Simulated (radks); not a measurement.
Numerical settings for neutral potassium, [Ar] 4s1. Method: non-relativistic Kohn-Sham, PBE, spin-polarised, spherical densities, point nucleus; open shells are filled with parallel spins first; computed with a radial shooting solver on a logarithmic mesh with Libxc functionals. The defaults (mesh step 0.008 in ln r, mesh end at 40 bohr or more with all orbitals vanishing there, Anderson mixing 0.5 over 9 steps, residual threshold near 1e-9 with the energy settled to 1e-9 hartree or 1e-11 of itself, here a cap of 96 iterations) give E = -599.7105 hartree and 4s at -2.534 eV in 14 iterations. Times are rough (one thread of a shared host). Changes against that run (0 stands for a change within the tolerance of the run):

setting                     iterations         converged  E (mhartree)  e(4s) (meV)  CPU (s)
mesh step in ln r 0.05              14               yes      -0.00171     +0.00396     0.03
mesh step in ln r 0.12               4                no      diverged            -     0.01
mesh step in ln r 0.003             14               yes             0            0     0.31
mesh end (bohr) 5                   14  level above zero          +193    +6.38e+03     0.09
mesh end (bohr) 2                   13  level above zero        +1e+04    +1.61e+05     0.08
residual threshold 0.001             9               yes             0      +0.0323     0.09
residual threshold 0.01              9               yes             0      +0.0323     0.09
mixing 2.5                          17               yes             0            0     0.15
linear mixing, mixing 0.8           24               yes             0            0     0.17
linear mixing, mixing 0.05          96                no      +0.00328        -6.27     0.65
mixing history 3                    17               yes             0            0     0.14
iteration cap 8                      8                no             0      +0.0323     0.08

Settled on a wrong energy, with an occupied level pushed above zero by the early mesh end: mesh end (bohr) 5 (+0.193 hartree); mesh end (bohr) 2 (+10 hartree). Apart from these: no run marked as converged misses the energy by more than 1 mhartree. A mesh that ends early acts as a hard wall.
